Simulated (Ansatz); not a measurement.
All values below come from CAM-B3LYP-D3(BJ)/def2-TZVP (Ansatz, an electronic-structure program). No frequencies were computed at this level.

Ansatz 0.2 input:
```yaml
crystal:
  periodic: [false, false, false]
  atoms:
    - { symbol: N, position_ang: [-1.080356, -0.11656, -0.04736] }
    - { symbol: Ga, position_ang: [0.726878, 0.082999, -0.016057] }
    - { symbol: Br, position_ang: [2.031973, -1.774264, -0.146294] }
    - { symbol: Br, position_ang: [1.599529, 2.182938, 0.030534] }
    - { symbol: H, position_ang: [-1.734012, 0.636202, 0.127942] }
    - { symbol: H, position_ang: [-1.544013, -1.011316, 0.051235] }
basis:
  gaussian: { orbitals: def2-tzvp }
hamiltonian:
  xc: cam_b3lyp
  dispersion: d3bj
relax:
  max_steps: 150
```

Output:

```
Functional definition: CAM-B3LYP
1472 factors; their error is unknown
312 factors; integrals over basis functions are off by at most 1.6e-5 eV
mean field evaluation 1: about -193999.6473 eV, gradient 6.3e1 eV
mean field evaluation 2: about -193990.3780 eV, gradient 8.9e1 eV
mean field evaluation 4: about -194006.4171 eV, gradient 2.8e0 eV
mean field evaluation 8: about -194007.2182 eV, gradient 4.6e-1 eV
mean field evaluation 16: about -194007.2184 eV, gradient 4.8e-5 eV
mean field -194007.21843400 eV, -7129.6337746339 hartree, gradient 4.8e-5 eV, S^2 0.000000; 0 other end points of the search recorded, 0 dependent functions left out
reference -194007.21855713 eV, -7129.6337791586 hartree; 55, 55 occupied and 132, 132 virtual orbitals, 1472 factors
relax step   1: F+E_penalty+E_count = -194007.37139440 eV  Δ(F+E_penalty+E_count) = +0.000e0 eV  max|allowed force component| = 6.229e-1 eV/Å  Δτ_max = 0.0000 Å  (29 SCF iters, accepted)
these checks for a lower state are left out or cut short: starts, cluster_reference, orbital_swaps, neighbouring_geometries, increment
1472 factors; their error is unknown
312 factors; integrals over basis functions are off by at most 1.6e-5 eV
mean field -194007.23495637 eV, -7129.6343818197 hartree, gradient 2.5e-5 eV, S^2 0.000000; 0 other end points of the search recorded, 0 dependent functions left out
reference -194007.23507929 eV, -7129.6343863369 hartree; 55, 55 occupied and 132, 132 virtual orbitals, 1472 factors
relax step   2: F+E_penalty+E_count = -194007.38874246 eV  Δ(F+E_penalty+E_count) = -1.735e-2 eV  max|allowed force component| = 3.172e-1 eV/Å  Δτ_max = 0.0258 Å  (34 SCF iters, accepted)
these checks for a lower state are left out or cut short: starts, cluster_reference, orbital_swaps, neighbouring_geometries, increment
1472 factors; their error is unknown
312 factors; integrals over basis functions are off by at most 1.6e-5 eV
mean field -194007.23976261 eV, -7129.6345584458 hartree, gradient 2.7e-5 eV, S^2 0.000000; 0 other end points of the search recorded, 0 dependent functions left out
reference -194007.23988547 eV, -7129.6345629608 hartree; 55, 55 occupied and 132, 132 virtual orbitals, 1472 factors
relax step   3: F+E_penalty+E_count = -194007.39380179 eV  Δ(F+E_penalty+E_count) = -5.059e-3 eV  max|allowed force component| = 1.031e-1 eV/Å  Δτ_max = 0.0355 Å  (33 SCF iters, accepted)
these checks for a lower state are left out or cut short: starts, cluster_reference, orbital_swaps, neighbouring_geometries, increment
1472 factors; their error is unknown
312 factors; integrals over basis functions are off by at most 1.6e-5 eV
mean field evaluation 32: about -194006.4428 eV, gradient 2.3e0 eV
mean field -194007.24027152 eV, -7129.6345771479 hartree, gradient 2.3e-5 eV, S^2 0.000000; 0 other end points of the search recorded, 0 dependent functions left out
reference -194007.24039441 eV, -7129.6345816640 hartree; 55, 55 occupied and 132, 132 virtual orbitals, 1472 factors
relax step   4: F+E_penalty+E_count = -194007.39427328 eV  Δ(F+E_penalty+E_count) = -4.715e-4 eV  max|allowed force component| = 8.528e-2 eV/Å  Δτ_max = 0.0284 Å  (34 SCF iters, accepted)
these checks for a lower state are left out or cut short: starts, cluster_reference, orbital_swaps, neighbouring_geometries, increment
1472 factors; their error is unknown
312 factors; integrals over basis functions are off by at most 1.6e-5 eV
mean field -194007.24034188 eV, -7129.6345797334 hartree, gradient 2.1e-5 eV, S^2 0.000000; 0 other end points of the search recorded, 0 dependent functions left out
reference -194007.24046475 eV, -7129.6345842487 hartree; 55, 55 occupied and 132, 132 virtual orbitals, 1472 factors
relax step   5: F+E_penalty+E_count = -194007.39435967 eV  Δ(F+E_penalty+E_count) = -8.638e-5 eV  max|allowed force component| = 2.084e-3 eV/Å  Δτ_max = 0.0050 Å  (35 SCF iters, accepted)
1472 factors; their error is unknown
312 factors; integrals over basis functions are off by at most 1.6e-5 eV
mean field evaluation 64: about -194007.2403 eV, gradient 1.4e-3 eV
mean field -194007.24034188 eV, -7129.6345797334 hartree, gradient 2.1e-5 eV, S^2 0.000000; 1 other end points of the search recorded, 0 dependent functions left out
reference -194007.24046475 eV, -7129.6345842487 hartree; 55, 55 occupied and 132, 132 virtual orbitals, 1472 factors
Total energy: -194007.39448253 eV, -7129.6402442980 hartree
Atom 0 at    -1.083958    -0.121807     0.035867 Å, force    -0.000268    -0.000747     0.000417 eV/Å
Atom 1 at     0.694784     0.078222    -0.023642 Å, force     0.002078     0.000261     0.000030 eV/Å
Atom 2 at     2.040098    -1.744319    -0.149391 Å, force    -0.000698     0.002076     0.000036 eV/Å
Atom 3 at     1.607910     2.154520     0.025986 Å, force    -0.000283    -0.002084    -0.000134 eV/Å
Atom 4 at    -1.722252     0.652228     0.093213 Å, force    -0.000459     0.001280    -0.000148 eV/Å
Atom 5 at    -1.536582    -1.018844     0.017966 Å, force    -0.000371    -0.000787    -0.000201 eV/Å
Dipole moment:    -0.504338    -0.056691     0.017802 e Å
```

Cost: roughly 90 core-seconds.
